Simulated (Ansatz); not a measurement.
Li19⁻ (started as a model of: Li19 octahedron), 19 atoms. Hardware: 4 threads of Intel Xeon 6975P-C on a shared host.

Correlated methods freeze no core orbitals; core or outer-core shells of Li are correlated, in sets that lack core-valence functions.

**Question.** How many basis functions does each of these Ansatz runs have, and roughly what does it cost? PBE0/def2-SVP, charge -1 unrestricted singlet, energy with a search over starts; LC-ωPBE (ω = 0.10 bohr⁻¹)/def2-SVPD, charge -1 triplet, energy, from earlier orbitals; LC-ωPBE (ω = 0.30 bohr⁻¹)/def2-SVPD, charge -1 singlet, energy, from earlier orbitals; ωB97X-V/def2-TZVPD, charge -1 triplet, energy, from earlier orbitals; LC-ωPBE (ω = 0.15 bohr⁻¹)/def2-SVPD, charge -1 triplet, energy, from earlier orbitals; HF/STO-3G, charge -1 singlet, energy; LC-ωPBE (ω = 0.15 bohr⁻¹)/def2-SVPD, charge -1 singlet, energy, from earlier orbitals; r2SCAN/def2-TZVPD, charge -1 unrestricted singlet, energy, from earlier orbitals; B3LYP/def2-TZVPD, charge -1 triplet, energy, from earlier orbitals; RPA@PBE/def2-TZVPD, charge -1 singlet, energy, from earlier orbitals; LC-ωPBE (ω = 0.30 bohr⁻¹)/def2-SVPD, charge -1 triplet, energy, from earlier orbitals; PBE0/def2-SVPD, charge -1 singlet, energy, from earlier orbitals.

**Answer.** Other jobs shared the machine, so times can vary by a factor of up to 3. A dash marks memory too small to be measured apart from the calling script's.

```json
{"run": "HF/STO-3G, charge -1 singlet, energy", "functions": "95", "fitting or Cholesky vectors": "1155", "wall time": "0.8 s", "peak host memory (GiB)": "–"}
{"run": "PBE0/def2-SVPD, charge -1 singlet, energy, from earlier orbitals", "functions": "228", "fitting or Cholesky vectors": "2831", "wall time": "4.7 s", "peak host memory (GiB)": "1.1"}
{"run": "LC-ωPBE (ω = 0.15 bohr⁻¹)/def2-SVPD, charge -1 singlet, energy, from earlier orbitals", "functions": "228", "fitting or Cholesky vectors": "2831", "wall time": "12 s", "peak host memory (GiB)": "1.4"}
{"run": "LC-ωPBE (ω = 0.30 bohr⁻¹)/def2-SVPD, charge -1 singlet, energy, from earlier orbitals", "functions": "228", "fitting or Cholesky vectors": "2831", "wall time": "14 s", "peak host memory (GiB)": "1.6"}
{"run": "RPA@PBE/def2-TZVPD, charge -1 singlet, energy, from earlier orbitals", "functions": "323", "fitting or Cholesky vectors": "3591", "wall time": "16 s", "peak host memory (GiB)": "2.3"}
{"run": "LC-ωPBE (ω = 0.10 bohr⁻¹)/def2-SVPD, charge -1 triplet, energy, from earlier orbitals", "functions": "228", "fitting or Cholesky vectors": "2831", "wall time": "38 s", "peak host memory (GiB)": "1.7"}
{"run": "B3LYP/def2-TZVPD, charge -1 triplet, energy, from earlier orbitals", "functions": "323", "fitting or Cholesky vectors": "3135", "wall time": "39 s", "peak host memory (GiB)": "3"}
{"run": "LC-ωPBE (ω = 0.15 bohr⁻¹)/def2-SVPD, charge -1 triplet, energy, from earlier orbitals", "functions": "228", "fitting or Cholesky vectors": "2831", "wall time": "44 s", "peak host memory (GiB)": "1.7"}
{"run": "LC-ωPBE (ω = 0.30 bohr⁻¹)/def2-SVPD, charge -1 triplet, energy, from earlier orbitals", "functions": "228", "fitting or Cholesky vectors": "2831", "wall time": "59 s", "peak host memory (GiB)": "2"}
{"run": "r2SCAN/def2-TZVPD, charge -1 unrestricted singlet, energy, from earlier orbitals", "functions": "323", "fitting or Cholesky vectors": "3135", "wall time": "72 s", "peak host memory (GiB)": "2.5"}
{"run": "ωB97X-V/def2-TZVPD, charge -1 triplet, energy, from earlier orbitals", "functions": "323", "fitting or Cholesky vectors": "3135", "wall time": "2.5 min", "peak host memory (GiB)": "3.1"}
{"run": "PBE0/def2-SVP, charge -1 unrestricted singlet, energy with a search over starts", "functions": "171", "fitting or Cholesky vectors": "2451", "wall time": "3.2 min", "peak host memory (GiB)": "1.2"}
```
